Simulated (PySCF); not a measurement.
Cl²⁺ (chlorine, charge +2) across methods

[Ne] 3s2 3p2 3d1, one real determinant (an excited configuration). Calculation: PySCF 2.14, in dyall-av2z (13s9p2d, 50 functions); the non-relativistic Hamiltonian (point nucleus).

```json
{"method": "B3LYP", "E (hartree)": "-458.0537", "mean ε 3s β (eV)": "-46.547", "mean ε 3p α (eV)": "-36.673", "mean ε 3d α (eV)": "-15.538", "Σ⟨r²⟩ (bohr²)": "18.21", "⟨S²⟩": "3.750"}
{"method": "BP86", "E (hartree)": "-458.0860", "mean ε 3s β (eV)": "-45.178", "mean ε 3p α (eV)": "-35.251", "mean ε 3d α (eV)": "-14.993", "Σ⟨r²⟩ (bohr²)": "18.07", "⟨S²⟩": "3.750"}
{"method": "revPBE", "E (hartree)": "-457.9777", "mean ε 3s β (eV)": "-44.820", "mean ε 3p α (eV)": "-35.207", "mean ε 3d α (eV)": "-15.007", "Σ⟨r²⟩ (bohr²)": "18.05", "⟨S²⟩": "3.750"}
{"method": "LDA", "E (hartree)": "-456.5404", "mean ε 3s β (eV)": "-45.150", "mean ε 3p α (eV)": "-35.173", "mean ε 3d α (eV)": "-14.704", "Σ⟨r²⟩ (bohr²)": "18.04", "⟨S²⟩": "3.750"}
{"method": "r2SCANh", "E (hartree)": "-457.9958", "mean ε 3s β (eV)": "-45.887", "mean ε 3p α (eV)": "-36.616", "mean ε 3d α (eV)": "-15.419", "Σ⟨r²⟩ (bohr²)": "18.38", "⟨S²⟩": "3.751"}
{"method": "PBE0", "E (hartree)": "-457.8891", "mean ε 3s β (eV)": "-46.544", "mean ε 3p α (eV)": "-37.167", "mean ε 3d α (eV)": "-15.830", "Σ⟨r²⟩ (bohr²)": "18.14", "⟨S²⟩": "3.750"}
{"method": "PBE", "E (hartree)": "-457.8658", "mean ε 3s β (eV)": "-44.909", "mean ε 3p α (eV)": "-35.211", "mean ε 3d α (eV)": "-14.966", "Σ⟨r²⟩ (bohr²)": "18.03", "⟨S²⟩": "3.750"}
```

(1) Estimate the same row for r2SCAN.

⟨L²⟩ = 7.72 against 12 for a pure F term, so this real determinant mixes terms. The outer electron is Rydberg-like, and this basis confines it to a smaller radius and binds it less than a complete one would.

Answers

(1) E (hartree) = -457.9983; mean ε 3s β (eV) = -45.276; mean ε 3p α (eV) = -35.917; mean ε 3d α (eV) = -15.104; Σ⟨r²⟩ (bohr²) = 18.36; ⟨S²⟩ = 3.751.
